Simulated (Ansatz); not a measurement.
CH6OSn can be A, `O[CH2][SnH3]`, or B, `C[O][SnH3]`.

Calculated with Ansatz (gas phase, PBE0-D4/def2-TZVP geometries, no zero-point term in ΔE). CBS: MP2 limit from def2 TZ/QZ plus the TZ coupled-cluster correction, frozen cores. Functionals use def2-TZVPP. B3LYP here is the variant with VWN-RPA as its local correlation; programs differ in this. def2 core potentials past Kr. For Sn outer-core shells are correlated without core-valence functions, which leaves a few kJ/mol of doubt a bond. Each species was taken in one conformer, which may not be the lowest.

A:

```xyz
9

O     0.384    1.820    0.222
C    -0.478    0.738    0.511
Sn    0.075   -1.077   -0.553
H     1.263    1.611    0.546
H    -1.474    1.036    0.184
H    -0.536    0.530    1.586
H     1.756   -1.304   -0.315
H    -0.764   -2.442    0.045
H    -0.227   -0.912   -2.225
```

B:

```xyz
9

C    -0.408    1.386   -0.187
O    -0.885    0.143    0.255
Sn    0.322   -1.410    0.220
H    -1.216    2.119   -0.093
H    -0.095    1.369   -1.241
H     0.441    1.750    0.411
H     0.812   -1.640   -1.402
H    -0.632   -2.679    0.821
H     1.661   -1.039    1.216
```

(1) Which is lower in electronic energy at CCSD(T)/CBS, and by how much? (An estimate is asked.)

(2) Give E(B) − E(A) in kJ/mol with CCSD(T)/def2-TZVPP, r2SCAN-D4, B3LYP, PBE-D4, ωB97M-V, HF/def2-TZVPP, MP2/def2-TZVPP. (Estimate.)

(3) Does the order hold for the free energy at 298.15 K (harmonic terms from PBE0-D4)? (An estimate is asked.)

Largest T1 diagnostic: 0.013.

Answers

(1) Ansatz gave: B, by 49.6 kJ/mol.

(2) The calculation gave: CCSD(T)/def2-TZVPP -47.0, r2SCAN-D4 -49.0, B3LYP -50.1, PBE-D4 -41.2, ωB97M-V -47.1, HF/def2-TZVPP -62.3, MP2/def2-TZVPP -48.1. None reverses the order clearly.

(3) The calculation gave: Yes: G(B) − G(A) = -50.1 kJ/mol, for one conformer each.

In def2-TZVPP, CCSD(T) changes the Hartree–Fock value by +15.3 kJ/mol (the triples alone add +0.9 kJ/mol) and MP2 by +14.1 kJ/mol. Leaving LDA and LC-ωPBE aside and taking each functional with its dispersion term where it has one, the values, not all of them listed here, spread over 16.3 kJ/mol, from B97M-V to PBE-D4. LDA lies +6.5 kJ/mol from PBE without D4.
